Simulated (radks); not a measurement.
Values are calculated unless marked as measured or tabulated.
The cobalt ion Co2+ inside a hard spherical wall (all orbitals vanish at R), configuration held at [Ar] 3d7 and not refilled when levels cross. Level of theory: non-relativistic Kohn-Sham, PBEsol, spin-polarised, spherical densities, point nucleus; open shells are filled with parallel spins first (a radial shooting solver on a logarithmic mesh with Libxc functionals). Eigenvalues in eV for spin up, with the zero of energy where the potential of the charges vanishes at infinity; a dash marks a level that is unbound or too diffuse for the functional's potential to be trusted. A positive occupied level is held by the wall or, in an anion where self-interaction has pushed it up, behind a barrier. The pressure on the wall is -dE/dV.

R (bohr)  E (hartree)  kinetic (hartree)    e(2p)    e(3s)    e(3p)    e(3d)  e(4s, empty)  e(4p, empty)  pressure (GPa)
free      -1380.32624           1379.183  -784.96  -119.87  -85.220  -28.463       -20.858       -14.672               0
20        -1380.32624           1379.183  -784.96  -119.87  -85.220  -28.463       -20.858       -14.672        < 0.0001
12        -1380.32624           1379.183  -784.96  -119.87  -85.220  -28.463       -20.858       -14.672        < 0.0001
7         -1380.32623           1379.183  -784.96  -119.87  -85.219  -28.462       -20.848       -14.607         0.00124
5         -1380.32493           1379.197  -784.87  -119.79  -85.143  -28.389       -20.444       -13.587           0.289
3.5       -1380.28396           1379.478  -783.40  -118.60  -83.975  -27.193       -15.845        -6.591            18.6
2         -1378.51698           1387.985  -760.62  -102.90  -68.005   -8.466        49.858        67.530            3120
